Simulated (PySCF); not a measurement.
siletan-1-amine (C3H9NSi), SMILES N[SiH]1CCC1.

Geometry: PBE0-D3(BJ)/def2-SVP. The values are those of a single conformer.

Two levels are set side by side: TDDFT-PBE/def2-SVPD (PySCF) and TDDFT-B3LYP/def2-SVPD (PySCF). Vertical, same geometry. The lowest singlet is HOMO→LUMO 99 % with PBE and HOMO→LUMO 98 % with the other functional; states are paired by order. Differences are taken from unrounded values.

| quantity | TDDFT-PBE |
|---|---|
| lowest singlet excitation (eV) | 5.61 |
| lowest triplet excitation (TDA) (eV) | 5.36 |
| first bright state (f over 0.05) (eV) | 6.54 |
| its oscillator strength | 0.07 |

Q: These are the TDDFT-PBE values. What does TDDFT-B3LYP give? (The exact figures need the calculation; the answer reports its results.)

A: 
```tsv
quantity	TDDFT-B3LYP	TDDFT-PBE minus TDDFT-B3LYP
lowest singlet excitation (eV)	6.03	-0.42
lowest triplet excitation (TDA) (eV)	5.75	-0.39
first bright state (f over 0.05) (eV)	7.09	-0.55
its oscillator strength	0.08	-0.01
```

Functionals without exact exchange tend to place singlet excitations lower, as here. Differences between two approximate levels are no errors against the true value.

Rough cost on one machine, each run with all the roots and properties that it gave: TDDFT-B3LYP against TDDFT-PBE about 4 times.
